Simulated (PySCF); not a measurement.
## FeCl2, quintet: computed properties

These are results of UB3LYP/[Fe def2-TZVP, Cl def2-TZVP], no relativity, density fitting, PySCF, not measurements.

The structure is a minimum.

```xyz
3
charge 0 multiplicity 5, angstrom
Fe    0.0000    0.0000    0.0000
Cl    2.1459    0.0000    0.0000
Cl   -2.1459    0.0000    0.0000
```

```
Point group                                                                   : D∞h
Bond lengths                                                                  : Fe–Cl 2.146 Å (×2)
Bond angles                                                                   : Cl–Fe–Cl 180.0°
Principal quadrupole moments (Buckingham, traceless) about the centre of mass : -11.51, 5.75, 5.75 D Å
Zero-point energy                                                             : 5.9 kJ/mol
Enthalpy at 298.15 K above 0 K                                                : 14.31 kJ/mol
Rotational constants                                                          : 0.05235 cm⁻¹
Dipole moment                                                                 : 0.00 D
Entropy at 298.15 K and 1 bar (electronic part: spin only)                    : 294.2 J/(mol K)
Rotational symmetry number                                                    : 2
Atomisation energy without zero-point energy                                  : 782 kJ/mol
Highest occupied level (β)                                                    : -8.07 eV
Spin squared ⟨S²⟩                                                             : 6.011
Principal polarisabilities                                                    : 32.1, 32.1, 78.5 bohr³
Lowest empty level (β)                                                        : -4.27 eV
Heat capacity Cp at 298.15 K                                                  : 57.5 J/(mol K)
```

Harmonic modes (masses in u: Fe 55.935, Cl 34.969):
| symmetry | ω (cm⁻¹) | IR (km/mol, summed over degenerate members) | μ (u) |
| --- | --- | --- | --- |
| πu | 81 | 33.2 | 44.17 |
| σg+ | 343 | 0.0 | 34.97 |
| σu+ | 489 | 159 | 44.17 |

In D∞h the vibrations span πu + σg+ + σu+. The σg+ mode carries no infrared intensity, as symmetry demands. With a centre of inversion only u modes can be infrared active and only g modes Raman active.

Charges (e):
```
 atom  Mulliken  Löwdin  polar tensor  spin (Mulliken)  Mayer order to Fe1
  Fe1      0.76    0.01          1.23             3.76                   –
Cl2,3     -0.38    0.00         -0.62             0.12                1.06
```

Mulliken populations on Fe1: s 6.47, p 12.33, d 6.45, f 0.00.

Formally Fe is in oxidation state +2, d6, with 4 unpaired electrons (the high-spin count). The Mulliken spin on Fe is 3.76. The polar-tensor charge on Fe, 1.23, is below the formal one.

This need not be the most stable arrangement of these atoms. Open d and f shells are described by one determinant, and the ground state may have another occupation or spin.

The final relaxation and frequency run took 20 s on 4 threads of a shared Arm Neoverse V2 host, with 119 basis functions and 7 gradients; the process peaked at 1.1 GiB. Launch command: `OMP_NUM_THREADS=4 python axn.py task.json out`.
